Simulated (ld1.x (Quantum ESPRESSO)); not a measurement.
nickel PAW: all-electron and pseudo phase curves

nickel (Ni), PAW, made with ld1.x (Quantum ESPRESSO) 7.5 (PBE, scalar-relativistic). Core [Ne] 3s2, reference 3p6 3d8 4s2 4p0. Waves: 4s (bound): rcut 2.20, rcutus 2.55 bohr; 4s channel at 2.15 Ry: rcut 2.20, rcutus 2.55 bohr; 3p (bound): rcut 1.10, rcutus 1.25 bohr; 4p (bound, empty): rcut 1.10, rcutus 1.25 bohr; 3d (bound): rcut 1.15, rcutus 1.35 bohr; 3d channel at 3.05 Ry: rcut 1.15, rcutus 1.35 bohr. Local part: all-electron potential smoothed inside 2.30 bohr (lloc = -1). Core correction: Bessel-smoothed model core, default radius (core density twice the valence density). Augmentation charge: PSQ, inside the norm-conserving radii.

The phase is arctan(r·u′/u) with u = r·R(r), unwrapped; energies in Ry, scanned from -7 to 5 Ry. A pole is an energy at which the radial function vanishes at the test radius. The pseudo phase is shifted by a multiple of π to meet the all-electron one at the reference energy, and phase errors are pseudo minus all-electron; the curves can meet again beyond the range given. Levels narrower than the energy grid can be missing from the lists of poles. n/a: not evaluated, since a narrow level or a reset projector energy made the automatic matching unsafe.

```tsv
channel	radius (bohr)	reference energy (Ry)	poles, all-electron	poles, pseudo	unbroken range about the reference energy with phases within 0.05 rad	phase error 1 Ry above the reference energy (rad)
s	2.75	-0.41	0.87	0.87	below 3.6	-0.000
p	2.75	-0.09	1.82	1.83	n/a	n/a
d	2.75	-0.65	-0.58, 3.56	-0.58, 3.56	the whole range	+0.001
```

Phases in the d channel:

| E (Ry) | all-electron | pseudo |
| --- | --- | --- |
| -7.00 | 1.435 | 1.435 |
| -6.74 | 1.433 | 1.433 |
| -6.48 | 1.430 | 1.430 |
| -6.22 | 1.427 | 1.427 |
| -5.96 | 1.424 | 1.424 |
| -5.70 | 1.421 | 1.421 |
| -5.44 | 1.418 | 1.418 |
| -5.18 | 1.414 | 1.414 |
| -4.92 | 1.410 | 1.410 |
| -4.66 | 1.406 | 1.406 |
| -4.40 | 1.401 | 1.401 |
| -4.14 | 1.396 | 1.397 |
| -3.88 | 1.391 | 1.391 |
| -3.62 | 1.385 | 1.385 |
| -3.36 | 1.378 | 1.378 |
| -3.10 | 1.371 | 1.371 |
| -2.84 | 1.362 | 1.362 |
| -2.58 | 1.353 | 1.353 |
| -2.32 | 1.341 | 1.341 |
| -2.06 | 1.327 | 1.327 |
| -1.80 | 1.310 | 1.311 |
| -1.54 | 1.288 | 1.288 |
| -1.28 | 1.255 | 1.255 |
| -1.02 | 1.190 | 1.190 |
| -0.76 | 0.795 | 0.795 |
| -0.50 | -1.716 | -1.716 |
| -0.24 | -1.853 | -1.853 |
| 0.02 | -1.929 | -1.928 |
| 0.28 | -2.010 | -2.009 |
| 0.54 | -2.120 | -2.119 |
| 0.80 | -2.299 | -2.297 |
| 1.06 | -2.626 | -2.622 |
| 1.32 | -3.197 | -3.192 |
| 1.58 | -3.806 | -3.803 |
| 1.84 | -4.171 | -4.170 |
| 2.10 | -4.367 | -4.367 |
| 2.36 | -4.483 | -4.483 |
| 2.62 | -4.560 | -4.560 |
| 2.88 | -4.615 | -4.615 |
| 3.14 | -4.658 | -4.658 |
| 3.40 | -4.693 | -4.693 |
| 3.66 | -4.724 | -4.724 |
| 3.92 | -4.752 | -4.752 |
| 4.18 | -4.780 | -4.779 |
| 4.44 | -4.808 | -4.807 |
| 4.70 | -4.838 | -4.837 |
| 4.96 | -4.874 | -4.871 |
